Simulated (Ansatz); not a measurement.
Ansatz (an electronic-structure program) input (B3LYP-D3(BJ)/def2-TZVP):

Ansatz 0.2 input:
```yaml
crystal:
  periodic: [false, false, false]
  atoms:
    - {symbol: Si, position_ang: [0.00303631, -0.00088271, -0.00527586]}
    - {symbol: O, position_ang: [-1.06391436, -0.22850867, -1.20905094]}
    - {symbol: C, position_ang: [-1.46807049, 0.69851300, -2.18476312]}
    - {symbol: O, position_ang: [-0.09732850, -1.32424850, 0.93163012]}
    - {symbol: C, position_ang: [-1.26140946, -1.94252336, 1.41941415]}
    - {symbol: O, position_ang: [-0.39402063, 1.41835208, 0.67870725]}
    - {symbol: C, position_ang: [0.32509674, 2.12979168, 1.65429886]}
    - {symbol: O, position_ang: [1.56760308, 0.13102815, -0.42219117]}
    - {symbol: C, position_ang: [2.41680010, -0.88057280, -0.90195900]}
    - {symbol: H, position_ang: [-2.27713191, 0.24065776, -2.75463217]}
    - {symbol: H, position_ang: [-1.81940812, 1.61791839, -1.71563729]}
    - {symbol: H, position_ang: [-0.63883795, 0.93827030, -2.85358501]}
    - {symbol: H, position_ang: [-0.95806564, -2.86802695, 1.91038495]}
    - {symbol: H, position_ang: [-1.94720723, -2.16457859, 0.60119089]}
    - {symbol: H, position_ang: [-1.76774971, -1.29487628, 2.13867725]}
    - {symbol: H, position_ang: [1.35276491, 2.29210427, 1.32822946]}
    - {symbol: H, position_ang: [0.33704136, 1.58150208, 2.59856169]}
    - {symbol: H, position_ang: [-0.17520596, 3.08847040, 1.79404449]}
    - {symbol: H, position_ang: [2.09892728, -1.21056757, -1.89318805]}
    - {symbol: H, position_ang: [2.41059903, -1.73665525, -0.22679346]}
    - {symbol: H, position_ang: [3.42207682, -0.46218030, -0.96046078]}
basis:
  gaussian:
    orbitals: def2-TZVP
hamiltonian:
  xc: b3lyp
  dispersion: d3bj
relax: {f_tol: 0.002, max_steps: 150}
```

Output:

```
Functional definition: B3LYP
integrals: 0.50 GiB planned
2113 factors; their error is unknown
mean field: 3.67 GiB planned
mean field evaluation 1: about -20400.5695 eV, gradient 1.0e2 eV
mean field evaluation 2: about -20382.2096 eV, gradient 1.4e2 eV
mean field evaluation 4: about -20420.1306 eV, gradient 5.7e0 eV
mean field evaluation 8: about -20420.1948 eV, gradient 4.0e-2 eV
mean field evaluation 16: about -20420.2029 eV, gradient 1.2e-4 eV
mean field -20420.20288623 eV, -750.4286147583 hartree, gradient 6.1e-5 eV, S^2 0.000000; 0 other end points of the search recorded, 0 dependent functions left out
the calculation of the forces begins
reference -20420.20328321 eV, -750.4286293472 hartree; 41, 41 occupied and 316, 316 virtual orbitals, 2113 factors
relax step   1: F+E_penalty+E_count = -20420.98990182 eV  Δ(F+E_penalty+E_count) = +0.000e0 eV  max|allowed force component| = 4.364e-1 eV/Å  Δτ_max = 0.0000 Å  (29 SCF iters, accepted)
these checks for a lower state are left out or cut short: starts, cluster_reference, orbital_swaps, neighbouring_geometries, increment
integrals: 0.50 GiB planned
2113 factors; their error is unknown
mean field: 3.67 GiB planned
mean field -20420.23112094 eV, -750.4296523647 hartree, gradient 7.7e-6 eV, S^2 0.000000; 0 other end points of the search recorded, 0 dependent functions left out
the calculation of the forces begins
reference -20420.23151822 eV, -750.4296669644 hartree; 41, 41 occupied and 316, 316 virtual orbitals, 2113 factors
relax step   2: F+E_penalty+E_count = -20421.01566492 eV  Δ(F+E_penalty+E_count) = -2.576e-2 eV  max|allowed force component| = 1.898e-1 eV/Å  Δτ_max = 0.0226 Å  (32 SCF iters, accepted)
these checks for a lower state are left out or cut short: starts, cluster_reference, orbital_swaps, neighbouring_geometries, increment
integrals: 0.50 GiB planned
2113 factors; their error is unknown
mean field: 3.67 GiB planned
mean field evaluation 32: about -20420.2391 eV, gradient 7.6e-6 eV
mean field -20420.23907693 eV, -750.4299447420 hartree, gradient 7.6e-6 eV, S^2 0.000000; 0 other end points of the search recorded, 0 dependent functions left out
the calculation of the forces begins
reference -20420.23947330 eV, -750.4299593082 hartree; 41, 41 occupied and 316, 316 virtual orbitals, 2113 factors
relax step   3: F+E_penalty+E_count = -20421.02486784 eV  Δ(F+E_penalty+E_count) = -9.203e-3 eV  max|allowed force component| = 9.503e-2 eV/Å  Δτ_max = 0.0218 Å  (32 SCF iters, accepted)
these checks for a lower state are left out or cut short: starts, cluster_reference, orbital_swaps, neighbouring_geometries, increment
integrals: 0.50 GiB planned
2113 factors; their error is unknown
mean field: 3.69 GiB planned
mean field -20420.23935973 eV, -750.4299551348 hartree, gradient 7.2e-6 eV, S^2 0.000000; 0 other end points of the search recorded, 0 dependent functions left out
the calculation of the forces begins
reference -20420.23975346 eV, -750.4299696039 hartree; 41, 41 occupied and 316, 316 virtual orbitals, 2113 factors
relax step   4: F+E_penalty+E_count = -20421.03091458 eV  Δ(F+E_penalty+E_count) = -6.047e-3 eV  max|allowed force component| = 6.074e-3 eV/Å  Δτ_max = 0.0312 Å  (30 SCF iters, accepted)
these checks for a lower state are left out or cut short: starts, cluster_reference, orbital_swaps, neighbouring_geometries, increment
integrals: 0.50 GiB planned
2113 factors; their error is unknown
mean field: 3.69 GiB planned
mean field -20420.23840869 eV, -750.4299201848 hartree, gradient 7.6e-6 eV, S^2 0.000000; 0 other end points of the search recorded, 0 dependent functions left out
the calculation of the forces begins
reference -20420.23880202 eV, -750.4299346392 hartree; 41, 41 occupied and 316, 316 virtual orbitals, 2113 factors
relax step   5: F+E_penalty+E_count = -20421.03114215 eV  Δ(F+E_penalty+E_count) = -2.276e-4 eV  max|allowed force component| = 4.634e-3 eV/Å  Δτ_max = 0.0105 Å  (32 SCF iters, accepted)
these checks for a lower state are left out or cut short: starts, cluster_reference, orbital_swaps, neighbouring_geometries, increment
integrals: 0.50 GiB planned
2113 factors; their error is unknown
mean field: 3.69 GiB planned
mean field -20420.23849547 eV, -750.4299233736 hartree, gradient 7.6e-6 eV, S^2 0.000000; 0 other end points of the search recorded, 0 dependent functions left out
the calculation of the forces begins
reference -20420.23888885 eV, -750.4299378300 hartree; 41, 41 occupied and 316, 316 virtual orbitals, 2113 factors
relax step   6: F+E_penalty+E_count = -20421.03141578 eV  Δ(F+E_penalty+E_count) = -2.736e-4 eV  max|allowed force component| = 2.458e-3 eV/Å  Δτ_max = 0.0182 Å  (32 SCF iters, accepted)
these checks for a lower state are left out or cut short: starts, cluster_reference, orbital_swaps, neighbouring_geometries, increment
integrals: 0.50 GiB planned
2113 factors; their error is unknown
mean field: 3.70 GiB planned
mean field -20420.23714247 eV, -750.4298736520 hartree, gradient 8.6e-6 eV, S^2 0.000000; 0 other end points of the search recorded, 0 dependent functions left out
the calculation of the forces begins
reference -20420.23753631 eV, -750.4298881254 hartree; 41, 41 occupied and 316, 316 virtual orbitals, 2113 factors
relax step   7: F+E_penalty+E_count = -20421.03151987 eV  Δ(F+E_penalty+E_count) = -1.041e-4 eV  max|allowed force component| = 6.135e-2 eV/Å  Δτ_max = 0.1081 Å  (30 SCF iters, accepted)
these checks for a lower state are left out or cut short: starts, cluster_reference, orbital_swaps, neighbouring_geometries, increment
integrals: 0.50 GiB planned
2113 factors; their error is unknown
mean field: 3.70 GiB planned
mean field evaluation 64: about -20420.2378 eV, gradient 3.3e-4 eV
mean field -20420.23784392 eV, -750.4298994296 hartree, gradient 7.5e-6 eV, S^2 0.000000; 0 other end points of the search recorded, 0 dependent functions left out
the calculation of the forces begins
reference -20420.23823749 eV, -750.4299138933 hartree; 41, 41 occupied and 316, 316 virtual orbitals, 2113 factors
relax step   8: F+E_penalty+E_count = -20421.03198641 eV  Δ(F+E_penalty+E_count) = -4.665e-4 eV  max|allowed force component| = 2.146e-2 eV/Å  Δτ_max = 0.0273 Å  (32 SCF iters, accepted)
these checks for a lower state are left out or cut short: starts, cluster_reference, orbital_swaps, neighbouring_geometries, increment
integrals: 0.50 GiB planned
2113 factors; their error is unknown
mean field: 3.70 GiB planned
mean field -20420.23772769 eV, -750.4298951582 hartree, gradient 7.6e-6 eV, S^2 0.000000; 0 other end points of the search recorded, 0 dependent functions left out
the calculation of the forces begins
reference -20420.23812111 eV, -750.4299096164 hartree; 41, 41 occupied and 316, 316 virtual orbitals, 2113 factors
relax step   9: F+E_penalty+E_count = -20421.03204531 eV  Δ(F+E_penalty+E_count) = -5.890e-5 eV  max|allowed force component| = 1.271e-2 eV/Å  Δτ_max = 0.0026 Å  (33 SCF iters, accepted)
these checks for a lower state are left out or cut short: starts, cluster_reference, orbital_swaps, neighbouring_geometries, increment
integrals: 0.50 GiB planned
2113 factors; their error is unknown
mean field: 3.70 GiB planned
mean field -20420.23793048 eV, -750.4299026107 hartree, gradient 7.6e-6 eV, S^2 0.000000; 0 other end points of the search recorded, 0 dependent functions left out
the calculation of the forces begins
reference -20420.23832399 eV, -750.4299170718 hartree; 41, 41 occupied and 316, 316 virtual orbitals, 2113 factors
relax step  10: F+E_penalty+E_count = -20421.03208734 eV  Δ(F+E_penalty+E_count) = -4.203e-5 eV  max|allowed force component| = 6.316e-4 eV/Å  Δτ_max = 0.0048 Å  (32 SCF iters, accepted)
these checks for a lower state are left out or cut short: starts, cluster_reference, orbital_swaps, neighbouring_geometries, increment
integrals: 0.50 GiB planned
2113 factors; their error is unknown
mean field: 3.70 GiB planned
mean field -20420.23785757 eV, -750.4298999313 hartree, gradient 7.6e-6 eV, S^2 0.000000; 0 other end points of the search recorded, 0 dependent functions left out
the calculation of the forces begins
reference -20420.23825111 eV, -750.4299143937 hartree; 41, 41 occupied and 316, 316 virtual orbitals, 2113 factors
relax step  11: F+E_penalty+E_count = -20421.03210704 eV  Δ(F+E_penalty+E_count) = -1.970e-5 eV  max|allowed force component| = 2.479e-3 eV/Å  Δτ_max = 0.0103 Å  (31 SCF iters, accepted)
these checks for a lower state are left out or cut short: starts, cluster_reference, orbital_swaps, neighbouring_geometries, increment
integrals: 0.50 GiB planned
2113 factors; their error is unknown
mean field: 3.70 GiB planned
mean field -20420.23773484 eV, -750.4298954210 hartree, gradient 7.6e-6 eV, S^2 0.000000; 0 other end points of the search recorded, 0 dependent functions left out
the calculation of the forces begins
reference -20420.23812839 eV, -750.4299098840 hartree; 41, 41 occupied and 316, 316 virtual orbitals, 2113 factors
relax step  12: F+E_penalty+E_count = -20421.03211598 eV  Δ(F+E_penalty+E_count) = -8.939e-6 eV  max|allowed force component| = 1.600e-3 eV/Å  Δτ_max = 0.0107 Å  (32 SCF iters, accepted)
integrals: 0.50 GiB planned
2113 factors; their error is unknown
mean field: 3.70 GiB planned
mean field evaluation 96: about -20420.2348 eV, gradient 5.8e-1 eV
mean field -20420.23773484 eV, -750.4298954210 hartree, gradient 7.6e-6 eV, S^2 0.000000; 1 other end points of the search recorded, 0 dependent functions left out
the calculation of the forces begins
reference -20420.23812839 eV, -750.4299098840 hartree; 41, 41 occupied and 316, 316 virtual orbitals, 2113 factors
Total energy: -20421.03250954 eV, -750.4591028525 hartree
Atom 0 at     0.002944     0.001202    -0.003520 Å, force     0.000146     0.000069    -0.000018 eV/Å
Atom 1 at    -1.032252    -0.277196    -1.229710 Å, force     0.000362     0.000334    -0.001406 eV/Å
Atom 2 at    -1.396459     0.682385    -2.211538 Å, force    -0.000982    -0.000218    -0.000404 eV/Å
Atom 3 at    -0.059743    -1.293893     0.982087 Å, force    -0.000550    -0.000383     0.001425 eV/Å
Atom 4 at    -1.258403    -1.884090     1.464034 Å, force    -0.000068    -0.000537    -0.000117 eV/Å
Atom 5 at    -0.450375     1.398111     0.700623 Å, force     0.000076     0.000152     0.001600 eV/Å
Atom 6 at     0.295964     2.077120     1.700289 Å, force    -0.000394     0.000928    -0.000078 eV/Å
Atom 7 at     1.554239     0.177834    -0.467194 Å, force     0.000437    -0.000935    -0.001265 eV/Å
Atom 8 at     2.371459    -0.871095    -0.966545 Å, force     0.000829     0.000426     0.000103 eV/Å
Atom 9 at    -2.133863     0.225383    -2.871146 Å, force     0.000730     0.000677     0.000524 eV/Å
Atom 10 at    -1.831871     1.570065    -1.747365 Å, force     0.000222    -0.000560    -0.000005 eV/Å
Atom 11 at    -0.529838     0.983945    -2.806448 Å, force    -0.000195    -0.000366     0.000533 eV/Å
Atom 12 at    -0.988364    -2.757305     2.057550 Å, force    -0.000206     0.000762    -0.000429 eV/Å
Atom 13 at    -1.899618    -2.197029     0.637038 Å, force     0.000400     0.000140     0.000173 eV/Å
Atom 14 at    -1.813325    -1.185573     2.096498 Å, force     0.000537     0.000087    -0.000352 eV/Å
Atom 15 at     1.298351     2.320778     1.341322 Å, force    -0.000466    -0.000233    -0.000123 eV/Å
Atom 16 at     0.382875     1.470093     2.605748 Å, force    -0.000240    -0.000061    -0.000559 eV/Å
Atom 17 at    -0.230530     2.999497     1.944663 Å, force     0.000602    -0.000764    -0.000111 eV/Å
Atom 18 at     1.975065    -1.263989    -1.906966 Å, force    -0.000142     0.000429     0.000470 eV/Å
Atom 19 at     2.442637    -1.687981    -0.244994 Å, force    -0.000205     0.000537    -0.000093 eV/Å
Atom 20 at     3.366700    -0.465277    -1.146826 Å, force    -0.000893    -0.000484     0.000131 eV/Å
Dipole moment:     0.000087    -0.000170     0.000131 e Å
```
